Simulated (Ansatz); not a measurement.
Basis-set series for `[NH2][Al]([NH2])[SH]`. The species carries charge 0 and has multiplicity 1. The structure was optimised at the PBE0-D4/def2-TZVP level. It is one conformer, not always the lowest.

```csv
functional,basis,functions,energy (Eh),HOMO (eV),LUMO (eV)
PBE0-D4,def2-SVP,89,-752.59041,-6.82,0.36
PBE0-D4,def2-QZVPP,404,-752.98476,-7.20,-0.29
ωB97M-V,def2-SVP,89,-752.88215,-9.08,1.93
ωB97M-V,def2-QZVPP,404,-753.27911,-9.45,1.01
```

**Question.** Give the rows for def2-TZVPP. (Best estimate.)

**Answer.** Computed: 
```tsv
functional	basis	functions	energy (Eh)	HOMO (eV)	LUMO (eV)
PBE0-D4	def2-TZVPP	216	-752.95715	-7.12	0.01
ωB97M-V	def2-TZVPP	216	-753.25265	-9.38	1.49
```

Positive LUMOs are unbound and depend on the basis.
